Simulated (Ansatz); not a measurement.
One change: `[SiH3][GeH2][SiH3]` becomes `[BH2][GeH2][SiH3]`.

Ansatz, PBE0-D4/def2-TZVP geometries, multiplicity 1. 

Scalar relativity is left out up to krypton.

```tsv
property	`[SiH3][GeH2][SiH3]`
HOMO energy (PBE0/def2-TZVPP) / eV	-7.93
LUMO energy (B3LYP/def2-TZVPP) / eV	-0.29
ideal-gas entropy at 298 K and 1 bar (rigid rotor, harmonic PBE0-D4/def2-TZVP) / J/(mol·K)	361
HOMO–LUMO gap (PBE/def2-TZVPP) / eV	5.99
HOMO energy (PBE/def2-TZVPP) / eV	-6.90
HOMO energy (B3LYP/def2-TZVPP) / eV	-7.72
```

Problem. Give the same properties after the change, and the shifts. (An estimate is asked.)

Solution. The calculation gave: 
| property | `[BH2][GeH2][SiH3]` | shift |
| --- | --- | --- |
| HOMO energy (PBE0/def2-TZVPP) / eV | -7.88 | 0.05 |
| LUMO energy (B3LYP/def2-TZVPP) / eV | -2.62 | -2.33 |
| ideal-gas entropy at 298 K and 1 bar (rigid rotor, harmonic PBE0-D4/def2-TZVP) / J/(mol·K) | 345 | -16 |
| HOMO–LUMO gap (PBE/def2-TZVPP) / eV | 3.46 | -2.53 |
| HOMO energy (PBE/def2-TZVPP) / eV | -6.83 | 0.07 |
| HOMO energy (B3LYP/def2-TZVPP) / eV | -7.67 | 0.05 |

With PBE0 the HOMO rises by 0.05 eV and the LUMO falls by 2.33 eV, so the gap narrows by about 2.38 eV. PBE moves the HOMO by 0.07 eV and ωB97M-V by 0.02 eV. The zero-point energy changes by -12.7 kJ/mol with -3 modes.

B3LYP here is the variant with VWN-RPA as its local correlation; programs differ in this.
